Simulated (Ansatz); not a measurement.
C$_{3}$H$_{10}$BN, SMILES `CCB(C)N`. Total charge 0; spin multiplicity 1.

```
atom   x (Å)   y (Å)   z (Å)
  C1   1.167  -0.004   1.510
  C2   0.301   0.885   0.620
  B3  -0.539   0.114  -0.478
  C4   0.095  -1.056  -1.325
  N5  -1.866   0.489  -0.707
  H6   1.751   0.580   2.226
  H7   1.871  -0.595   0.919
  H8   0.557  -0.708   2.083
  H9  -0.348   1.513   1.242
 H10   0.956   1.587   0.083
 H11  -0.540  -1.407  -2.143
 H12   0.307  -1.917  -0.682
 H13   1.060  -0.761  -1.752
 H14  -2.445   0.065  -1.411
 H15  -2.328   1.215  -0.186
```

Problem. List the harmonic frequencies (cm⁻¹, unscaled) at PBE0-D4/def2-TZVP in Ansatz. (An estimate is asked.)

Solution. Computed: 53, 122, 195, 219, 340, 357, 464, 558, 608, 697, 735, 859, 873, 882, 992, 1006, 1061, 1210, 1266, 1286, 1344, 1396, 1404, 1445, 1458, 1474, 1497, 1499, 1639, 3009, 3033, 3041, 3050, 3096, 3106, 3112, 3115, 3611, 3709.

Problem. Is this a minimum?

Solution. Yes, all 39 modes are real.

Problem. Give the ideal-gas thermochemistry at 298.15 K and 1 bar (rigid rotor, harmonic oscillator; point group C1, symmetry number 1).

Solution. Zero-point energy 351.8 kJ/mol; H(298) − E = 373.6 kJ/mol; entropy 344.5 J/(mol·K), of which translation 162.0, rotation 109.2, vibration 73.3; G(298) − E = 270.9 kJ/mol. Modes under 100 cm⁻¹ are hindered rotations or soft bends, so the harmonic entropy is rough.
